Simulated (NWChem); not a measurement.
The numbers come from NWChem runs, not from measurements. System: C2H6Be, charge 0, spin multiplicity 1, at a geometry optimised with PBE0/def2-SVP. The structure started from a generated list of species. Level: LDA (SVWN5)/def2-TZVP.

Job file:

```
start mol
memory heap 200 mb stack 900 mb global 1100 mb
geometry units angstroms nocenter noautoz
  Be     0.000000     0.000000     0.000187
  C      1.053931     1.308654    -0.000006
  H      0.926547     1.949878     0.890822
  H      0.911152     1.961726    -0.879831
  H      2.113070     0.993897    -0.011330
  C     -1.053931    -1.308654    -0.000006
  H     -0.926547    -1.949878     0.890822
  H     -0.911152    -1.961726    -0.879831
  H     -2.113070    -0.993897    -0.011330
  symmetry group C2
end
basis spherical
  * library def2-tzvp
end
dft
  xc slater vwn_5
  semidirect memsize 60000000 filesize 0
  iterations 100
end
task dft energy
```

Output (cleaned and shortened):

```
             Northwest Computational Chemistry Package (NWChem) 7.3.0
             --------------------------------------------------------

                                NWChem Input Module
                                -------------------

 Scaling coordinates for geometry "geometry" by  1.889725989
 (inverse scale =  0.529177249)

 Turning off AUTOSYM since
 SYMMETRY directive was detected!

                             Geometry "geometry" -> ""
                             -------------------------

 Output coordinates in angstroms (scale by  1.889725989 to convert to a.u.)

  No.       Tag          Charge          X              Y              Z
 ---- ---------------- ---------- -------------- -------------- --------------
    1 Be                   4.0000     0.00000000     0.00000000     0.00018700
    2 C                    6.0000     1.05393100     1.30865400    -0.00000600
    3 H                    1.0000     0.92654700     1.94987800     0.89082200
    4 H                    1.0000     0.91115200     1.96172600    -0.87983100
    5 H                    1.0000     2.11307000     0.99389700    -0.01133000
    6 C                    6.0000    -1.05393100    -1.30865400    -0.00000600
    7 H                    1.0000    -0.92654700    -1.94987800     0.89082200
    8 H                    1.0000    -0.91115200    -1.96172600    -0.87983100
    9 H                    1.0000    -2.11307000    -0.99389700    -0.01133000

 Effective nuclear repulsion energy (a.u.)      51.1975397098

            Nuclear Dipole moment (a.u.)
            ----------------------------
        X                 Y               Z
 ---------------- ---------------- ----------------
    -0.0000000000    -0.0000000000    -0.0000037795

      Symmetry information
      --------------------

 Group name             C2
 Group number              4
 Group order               2
 No. of unique centers     5

      Symmetry unique atoms

     1    2    3    4    5


 Summary of "ao basis" -> "" (spherical)
 ------------------------------------------------------------------------------
       Tag                 Description            Shells   Functions and Types
 ---------------- ------------------------------  ------  ---------------------
 *                         def2-tzvp                  on all atoms

                                 NWChem DFT Module
                                 -----------------

 Summary of "ao basis" -> "ao basis" (spherical)
 ------------------------------------------------------------------------------
       Tag                 Description            Shells   Functions and Types
 ---------------- ------------------------------  ------  ---------------------
 Be                        def2-tzvp                 9       19   5s3p1d
 C                         def2-tzvp                11       31   5s3p2d1f
 H                         def2-tzvp                 4        6   3s1p

 Summary of "ao basis" -> "ao basis" (spherical)
 ------------------------------------------------------------------------------
       Tag                 Description            Shells   Functions and Types
 ---------------- ------------------------------  ------  ---------------------
 Be                        def2-tzvp                 9       19   5s3p1d
 C                         def2-tzvp                11       31   5s3p2d1f
 H                         def2-tzvp                 4        6   3s1p

      Symmetry analysis of basis
      --------------------------

        a          60
        b          57

            General Information
            -------------------
          SCF calculation type: DFT
          Wavefunction type:  closed shell.
          No. of atoms     :     9
          No. of electrons :    22
           Alpha electrons :    11
            Beta electrons :    11
          Charge           :     0
          Spin multiplicity:     1
          Use of symmetry is: on ; symmetry adaption is: on
          Maximum number of iterations: 100
          AO basis - number of functions:   117
                     number of shells:    55
          Convergence on energy requested:  1.00D-06
          Convergence on density requested:  1.00D-05
          Convergence on gradient requested:  5.00D-04

              XC Information
              --------------
                        Slater Exchange Functional  1.000 local
                      VWN V Correlation Functional  1.000 local

             Grid Information
             ----------------
          Grid used for XC integration:  medium
          Radial quadrature: Mura-Knowles
          Angular quadrature: Lebedev.
          Tag              B.-S. Rad. Rad. Pts. Rad. Cut. Ang. Pts.
          ---              ---------- --------- --------- ---------
          Be                  1.05       49           9.0       434
          C                   0.70       49          11.0       434
          H                   0.35       45          12.0       434
          Grid pruning is: on
          Number of quadrature shells:   233
          Spatial weights used:  Erf1

          Convergence Information
          -----------------------
          Convergence aids based upon iterative change in
          total energy or number of iterations.
          Levelshifting, if invoked, occurs when the
          HOMO/LUMO gap drops below (HL_TOL):  1.00D-02
          DIIS, if invoked, will attempt to extrapolate
          using up to (NFOCK): 10 stored Fock matrices.

                    Damping( 0%)  Levelshifting(0.5)       DIIS
                  --------------- ------------------- ---------------
          dE  on:    start            ASAP                start
          dE off:    2 iters        100 iters           100 iters

      Screening Tolerance Information
      -------------------------------
          Density screening/tol_rho:  1.00D-10
          AO Gaussian exp screening on grid/accAOfunc:  14
          CD Gaussian exp screening on grid/accCDfunc:  20
          XC Gaussian exp screening on grid/accXCfunc:  20
          Schwarz screening/accCoul:  1.00D-08

      Superposition of Atomic Density Guess
      -------------------------------------

 Sum of atomic energies:         -92.91409148

      Non-variational initial energy
      ------------------------------

 Total energy =     -94.410038
 1-e energy   =    -223.297058
 2-e energy   =      77.689479
 HOMO         =      -0.421444
 LUMO         =      -0.354274

      Symmetry analysis of molecular orbitals - initial
      -------------------------------------------------

  Numbering of irreducible representations:

     1 a           2 b

  Orbital symmetries:

     1 a           2 b           3 a           4 a           5 b
     6 b           7 a           8 b           9 a          10 a
    11 a          12 b          13 a          14 b          15 b
    16 a          17 b          18 b          19 a          20 a
    21 a

------------------------------------------------------------
EAF file 0: "./mol.aoints.0" size=524288 bytes
------------------------------------------------------------
               write      read    awrite     aread      wait
               -----      ----    ------     -----      ----
     calls:        1         0         0         0         0
   data(b): 5.24e+05  0.00e+00  0.00e+00  0.00e+00
   time(s): 0.00e+00  0.00e+00  0.00e+00  0.00e+00  0.00e+00
rate(mb/s): 0.00e+00  0.00e+00
------------------------------------------------------------

 Grid integrated density:      22.000052999801
 Requested integration accuracy:   0.10E-05

   convergence    iter        energy       DeltaE   RMS-Dens  Diis-err    time
 ---------------- ----- ----------------- --------- --------- ---------  ------
 d= 0,ls=0.0,diis     1    -91.8341907962 -1.43D+02  5.11D+00  3.10D+00     3.5
 d= 0,ls=0.0,diis     2    -93.1302845775 -1.30D+00  9.32D-03  3.64D+00     3.9
 d= 0,ls=0.0,diis     3    -93.5899969247 -4.60D-01  3.33D-03  1.90D-01     4.3
 d= 0,ls=0.0,diis     4    -93.6081844944 -1.82D-02  1.08D-03  1.17D-02     4.7
 d= 0,ls=0.0,diis     5    -93.6099200215 -1.74D-03  2.31D-04  1.71D-03     5.1
  Resetting Diis
 d= 0,ls=0.0,diis     6    -93.6102059114 -2.86D-04  7.99D-06  1.45D-06     5.5
 d= 0,ls=0.0,diis     7    -93.6102060431 -1.32D-07  3.33D-06  6.05D-08     5.8

         Total DFT energy =      -93.610206043133
      One electron energy =     -226.800554832016
           Coulomb energy =       96.866828546669
    Exchange-Corr. energy =      -14.874019467634
 Nuclear repulsion energy =       51.197539709848

 Numeric. integr. density =       21.999998201581

     Total iterative time =      5.3s

                  Occupations of the irreducible representations
                  ----------------------------------------------

                     irrep           alpha         beta
                     --------     --------     --------
                     a                 6.0          6.0
                     b                 5.0          5.0

                       DFT Final Molecular Orbital Analysis
                       ------------------------------------

 Vector    9  Occ=2.000000D+00  E=-3.341010D-01  Symmetry=b
              MO Center=  7.6D-12, -5.7D-12,  7.7D-03, r^2= 4.9D+00
   Bfn.  Coefficient  Atom+Function         Bfn.  Coefficient  Atom+Function
  ----- ------------  ---------------      ----- ------------  ---------------
    27      0.231018  2 C  pz                76     -0.231018  6 C  pz
    30      0.158582  2 C  pz                79     -0.158582  6 C  pz
    52      0.155149  3 H  s                101     -0.155149  7 H  s
    58     -0.153273  4 H  s                107      0.153273  8 H  s
    51      0.101899  3 H  s                100     -0.101899  7 H  s

 Vector   10  Occ=2.000000D+00  E=-2.782008D-01  Symmetry=a
              MO Center=  1.1D-15,  1.6D-15,  7.1D-05, r^2= 3.1D+00
   Bfn.  Coefficient  Atom+Function         Bfn.  Coefficient  Atom+Function
  ----- ------------  ---------------      ----- ------------  ---------------
     3      0.258051  1 Be s                  4      0.238048  1 Be s
    26     -0.176334  2 C  py                75      0.176334  6 C  py
     2     -0.165198  1 Be s                 25     -0.142052  2 C  px
    74      0.142052  6 C  px                29     -0.136813  2 C  py
    78      0.136813  6 C  py                28     -0.110215  2 C  px

 Vector   11  Occ=2.000000D+00  E=-2.506341D-01  Symmetry=b
              MO Center=  1.6D-16, -2.2D-16,  4.3D-05, r^2= 3.2D+00
   Bfn.  Coefficient  Atom+Function         Bfn.  Coefficient  Atom+Function
  ----- ------------  ---------------      ----- ------------  ---------------
     7      0.344150  1 Be py                 6      0.277147  1 Be px
    26      0.205051  2 C  py                75      0.205051  6 C  py
    25      0.165165  2 C  px                74      0.165165  6 C  px
    29      0.139202  2 C  py                78      0.139202  6 C  py
    24      0.129878  2 C  s                 73     -0.129878  6 C  s

 Vector   12  Occ=0.000000D+00  E=-1.883698D-02  Symmetry=a
              MO Center=  6.1D-12, -5.0D-12,  2.2D-02, r^2= 3.6D+00
   Bfn.  Coefficient  Atom+Function         Bfn.  Coefficient  Atom+Function
  ----- ------------  ---------------      ----- ------------  ---------------
    14      0.697218  1 Be pz                 8     -0.523407  1 Be pz
    53     -0.251929  3 H  s                 59      0.252618  4 H  s
   102     -0.251929  7 H  s                108      0.252618  8 H  s
    52     -0.085241  3 H  s                101     -0.085241  7 H  s
    58      0.084728  4 H  s                107      0.084728  8 H  s

 Vector   13  Occ=0.000000D+00  E=-1.883315D-02  Symmetry=b
              MO Center= -4.6D-12,  3.7D-12,  1.3D-03, r^2= 3.6D+00
   Bfn.  Coefficient  Atom+Function         Bfn.  Coefficient  Atom+Function
  ----- ------------  ---------------      ----- ------------  ---------------
    12      0.543090  1 Be px                13     -0.437452  1 Be py
     6     -0.407711  1 Be px                 7      0.328332  1 Be py
    65     -0.291306  5 H  s                114      0.291306  9 H  s
    59      0.149139  4 H  s                108     -0.149139  8 H  s
    53      0.142228  3 H  s                102     -0.142228  7 H  s

 Vector   14  Occ=0.000000D+00  E=-1.830762D-02  Symmetry=a
              MO Center= -1.6D-12,  1.1D-12, -2.2D-02, r^2= 9.8D+00
   Bfn.  Coefficient  Atom+Function         Bfn.  Coefficient  Atom+Function
  ----- ------------  ---------------      ----- ------------  ---------------
     5      1.606863  1 Be s                  4     -1.172038  1 Be s
    24     -0.231118  2 C  s                 73     -0.231118  6 C  s
    15     -0.179821  1 Be d -2              53      0.150713  3 H  s
   102      0.150713  7 H  s                 23     -0.146558  2 C  s
    65      0.146425  5 H  s                 72     -0.146558  6 C  s

 center of mass
 --------------
 x =   0.00000000 y =  -0.00000000 z =   0.00004151

 moments of inertia (a.u.)
 ------------------
         220.240284120914        -159.195103822753          -0.000000000000
        -159.195103822753         150.779011612498          -0.000000000000
          -0.000000000000          -0.000000000000         348.449270288330

     Multipole analysis of the density
     ---------------------------------

     L   x y z        total         alpha         beta         nuclear
     -   - - -        -----         -----         ----         -------
     0   0 0 0     -0.000000    -11.000000    -11.000000     22.000000

     1   1 0 0      0.000000      0.000000      0.000000     -0.000000
     1   0 1 0      0.000000      0.000000      0.000000     -0.000000
     1   0 0 1      0.000040      0.000022      0.000022     -0.000004

     2   2 0 0    -15.823750    -53.687118    -53.687118     91.550486
     2   1 1 0     -1.272117    -50.522556    -50.522556     99.772996
     2   1 0 1     -0.000000      0.000000      0.000000     -0.000000
     2   0 2 0    -16.378823    -75.731365    -75.731365    135.083908
     2   0 1 1     -0.000000     -0.000000     -0.000000     -0.000000
     2   0 0 2    -14.799276    -12.998334    -12.998334     11.197393

 Task  times  cpu:        5.9s     wall:        5.9s

 Total times  cpu:        5.9s     wall:        5.9s
```
